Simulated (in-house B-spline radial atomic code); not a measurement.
Tc⁺. Computed with a B-spline radial atomic code. Model: non-relativistic spherical atom: semilocal Troullier-Martins pseudo-atom, one channel per l, against all electrons, high spin, G0W0 and RPA with empty states to l = 8, local potential for every l without a channel, a model core (radius 0 = none) keeps its share of the functional.

Without relativity these are model numbers for so heavy an element.

What the tables leave out is listed at the end.

The pseudopotential gives back the lowest level of each angular momentum of its own functional in the configuration it was made in; a second state of the same l is only approximately right. Exact exchange, RPA and GW see the smooth pseudo-orbitals and miss the exchange with the core, for which the functional's share stands in. The column with an uncorrelated core keeps all orbitals and exact exchange, and so separates missing core correlation from pseudisation. Only the three outermost levels and the lowest empty one were computed. RPA here is direct RPA, with no exchange kernel, and its energies carry an (l + 1/2)⁻⁴ tail. A hybrid on a potential with a model core restores only its own semilocal share of the core's exchange.

Command:
```bash
python run_psgw.py task.json out
```
Settings (lengths in bohr, energies in hartree):
```
Z                      43
electrons              42
configuration          [Kr] 4d5 5s1
generated_in           [Kr] 4d5 5s1
functional             pbe,pbe
core_shells            8
radius_factor          0.8
core_correction        False
ion_configuration      [Kr] 4d5
```

Time taken, with all properties: 74 s on 1 thread of Arm Neoverse N1 (shared host).

Given: made with PBE; model core radius 0 bohr; local radius 1.248 bohr; mean-field start PBE.

Valence shells of the generating configuration: 4d, 5s.

Channel: s 2.155, p 2.661, d 0.999 (radii in bohr).

Computed: largest level miss in the spin-unpolarised generating configuration 0.001 eV; all-electron RPA polarisability, core included 28.242 bohr³; pseudo-atom RPA polarisability 28.236 bohr³; ionisation by mean-field all-electron 15.029 eV; ionisation by mean-field pseudo minus all -0.13 eV; ionisation by RPA all-electron 15.265 eV; ionisation by RPA pseudo minus all 0.663 eV.

| level | occupied | mean-field all-electron (eV) | mean-field pseudo minus all (eV) | G0W0 all-electron (eV) | G0W0 uncorrelated core minus all (eV) | G0W0 pseudo minus all (eV) | exchange self-energy all-electron (eV) | exchange self-energy pseudo (eV) |
| --- | --- | --- | --- | --- | --- | --- | --- | --- |
| 5s up | 1 | -11.676 | 0.099 | -15.321 | 0.188 | -0.217 | -11.895 | -10.621 |

Question: What is the valence RPA correlation energy all-electron orbitals?

Answer: -0.20593 hartree.

Question: What is the valence RPA correlation energy pseudo?

Answer: -0.32859 hartree.

Given: mean-field start PBE0.

Computed: valence RPA correlation energy all-electron orbitals -0.18851 hartree; pseudo-atom RPA polarisability 24.575 bohr³; ionisation by mean-field all-electron 14.757 eV; ionisation by mean-field pseudo minus all 0.102 eV; ionisation by RPA all-electron 15.122 eV; ionisation by RPA pseudo minus all 0.707 eV.

| level | occupied | mean-field all-electron (eV) | mean-field pseudo minus all (eV) | G0W0 all-electron (eV) | G0W0 uncorrelated core minus all (eV) | G0W0 pseudo minus all (eV) | exchange self-energy all-electron (eV) | exchange self-energy pseudo (eV) |
| --- | --- | --- | --- | --- | --- | --- | --- | --- |
| 5s up | 1 | -12.323 | -0.106 | -15.227 | 0.19 | -0.412 | -11.742 | -10.693 |
| 4d up | 1 | -17.485 | 0.352 | -21.345 | 0.1 | 1.714 | -29.916 | -19.382 |

Question: What is the valence RPA correlation energy pseudo?

Answer: -0.30983 hartree.

Question: What is the all-electron RPA polarisability, core included?

Answer: 24.718 bohr³.

Given: mean-field start Hartree-Fock.

Computed: valence RPA correlation energy all-electron orbitals -0.15195 hartree; valence RPA correlation energy pseudo -0.26511 hartree; all-electron RPA polarisability, core included 19.391 bohr³; pseudo-atom RPA polarisability 18.861 bohr³; ionisation by mean-field pseudo minus all 0.753 eV; ionisation by RPA pseudo minus all 0.79 eV.

```tsv
level	occupied	mean-field all-electron (eV)	mean-field pseudo minus all (eV)	G0W0 all-electron (eV)	G0W0 uncorrelated core minus all (eV)	G0W0 pseudo minus all (eV)	exchange self-energy all-electron (eV)	exchange self-energy pseudo (eV)
5s up	1	-13.88	-0.783	-14.982	0.178	-0.844	-11.1	-10.751
4d up	1	-22.036	2.264	-22.062	0.124	1.571	-30.069	-18.991
```

Question: What is the ionisation by mean-field all-electron?

Answer: 13.711 eV.

Question: What is the ionisation by RPA all-electron?

Answer: 14.809 eV.

Among the listed levels the largest G0W0 shift of the pseudo-atom is +1.71 eV, for 4d up on the PBE0 start, while leaving the core uncorrelated moves that level by +0.10 eV. So pseudisation and the lost core exchange, not the missing core correlation, make the error. Not in the tables (levels of low weight, unsolved or above zero; the highest and the empty levels are kept at any weight): on PBE the G0W0 levels 4d up (pseudo minus all +1.56 eV, weights 0.84 and 0.41).
